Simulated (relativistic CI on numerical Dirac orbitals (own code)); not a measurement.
**Calculated levels, Si VIII**

Computed by Dirac-Coulomb-Breit CI, orbitals from a KLI potential per configuration, model QED, valence Slater integrals scaled by 0.9, P86 correlation estimate, and configurations built on the next ion tied to the tabulated ionisation energy (semi-empirical) (own radial code, finite nucleus).

Configurations in the expansion (outside the closed core 1s2): 2s²2p³, 2s²2p²3s, 2s²2p²3p, 2s²2p²3d, 2s²2p²4s, 2s2p⁴, 2p⁵, 2p⁴3s, 2p⁴3p, 2p⁴3d, 2s2p³3s, 2s2p³3p, 2s2p³3d, 2s²2p²4p, 2s²2p²4d, 2s²2p²4f, 2s²2p3s², 2s²2p3s3p, 2s2p³4s, 2s²2p3p², 2s²2p3s3d, 2s2p³4p, 2s2p³4d, 2s2p³4f. Levels of other configurations are missing.

The lowest level is 2s²2p³ ⁴S°3/2, with 100 % of that term; Hund's rules for 2s²2p³ give ⁴S° with J = 3/2, in agreement.

```csv
No.,Configuration,Term,J,E (cm⁻¹),%,Lifetime (s),jj configuration (%)
1,2s²2p³,⁴S°,3/2,0,100,,2p1/2 2p3/2^2 (55)
2,2s²2p³,²D°,3/2,66114,98,5.68e-01,2p1/2 2p3/2^2 (44)
3,2s²2p³,²D°,5/2,66414,100,2.57e+01,2p1/2 2p3/2^2 (100)
4,2s²2p³,²P°,1/2,98908,98,2.48e-02,2p1/2 2p3/2^2 (98)
5,2s²2p³,²P°,3/2,99523,96,1.02e-02,2p3/2^3 (61)
6,2s2p⁴(3P)‡,⁴P,5/2,319620,100,2.22e-10,2s 2p3/2^2 (69)
7,2s2p⁴(3P)‡,⁴P,3/2,323189,100,2.14e-10,2s 2p1/2 2p3/2^3 (88)
8,2s2p⁴(3P)‡,⁴P,1/2,325059,100,2.10e-10,2s 2p3/2^4 (42)
9,2s2p⁴(1D)‡,²D,5/2,434052,100,8.37e-11,2s 2p1/2 2p3/2^3 (69)
10,2s2p⁴(1D)‡,²D,3/2,434075,100,8.20e-11,2s 2p1/2 2p3/2^3 (65)
11,2s2p⁴(1S)‡,²S,1/2,501136,99,4.58e-11,2s 2p3/2^2 (69)
12,2s2p⁴(3P)‡,²P,3/2,529445,100,2.12e-11,2s 2p3/2^2 (53)
13,2s2p⁴(3P)‡,²P,1/2,533784,99,2.12e-11,2s 2p1/2 2p3/2^3 (65)
14,2p⁵‡,²P°,3/2,835969,97,3.04e-11,2p3/2^3 (97)
15,2p⁵‡,²P°,1/2,841700,97,3.00e-11,2p1/2 2p3/2^4 (97)
16,2p²(3P)3s,⁴P,1/2,1425046,97,1.71e-11,2p1/2^2 3s (51)
17,2p²(3P)3s,⁴P,3/2,1427342,97,1.70e-11,2p1/2 2p3/2 3s (91)
18,2p²(3P)3s,⁴P,5/2,1430622,97,1.71e-11,2p3/2^2 3s (59)
19,2p²(3P)3s,²P,1/2,1444473,98,5.45e-12,2p1/2 2p3/2 3s (71)
20,2p²(3P)3s,²P,3/2,1448468,97,5.46e-12,2p3/2^2 3s (50)
21,2p²(1D)3s,²D,5/2,1480740,98,9.05e-12,2p1/2 2p3/2 3s (60)
22,2p²(1D)3s,²D,3/2,1480852,97,9.03e-12,2p1/2 2p3/2 3s (57)
23,2p²(3P)3p,²S°,1/2,1503497,95,9.37e-10,2p1/2 2p3/2 3p1/2 (27)
24,2p²(3P)3p,⁴D°,1/2,1510623,96,1.26e-09,2p1/2^2 3p1/2 (42)
25,2p²(3P)3p,⁴D°,3/2,1511900,95,1.15e-09,2p1/2 2p3/2 3p1/2 (56)
26,2p²(3P)3p,⁴D°,5/2,1514081,95,1.15e-09,2p1/2 2p3/2 3p3/2 (69)
27,2p²(3P)3p,⁴D°,7/2,1516992,97,1.28e-09,2p3/2^2 3p3/2 (60)
28,2p²(3P)3p,⁴P°,1/2,1518723,95,2.10e-10,2p1/2 2p3/2 3p1/2 (45)
29,2p²(3P)3p,⁴P°,3/2,1519405,93,2.04e-10,2p1/2 2p3/2 3p3/2 (25)
30,2p²(3P)3p,⁴P°,5/2,1521391,92,2.14e-10,2p1/2 2p3/2 3p3/2 (39)
```

Energies count from the lowest computed level; ° marks odd parity; lifetimes are radiative, by E1, M1, E2 decay to levels of this space only. Percentages are summed over parent terms; the parents shown are those of the largest component, closed shells are left out there. Filled j subshells are mostly left out of the jj labels. ‡ marks configurations that were not tied to measured data.

The mean weight of the leading LS term, summed over parents, in these 30 levels is 97 %, and that of the leading jj configuration (from the same eigenvectors) 62 %, so LS coupling describes them better.

Configurations that consist of the next ion and one excited electron were tied to the tabulated ionisation energy; Rydberg ones are usually within 1,000 to 3,000 cm⁻¹ and the lowest ones within about 6,000 (9,000 in d shells), while levels on excited terms of the next ion carry the error of that term, and the other configurations can be misplaced by 10,000 cm⁻¹ or more. Rates follow the energies as ν³ (E1, M1) or ν⁵ (E2), so rates, branching and lifetimes can be off by large factors.
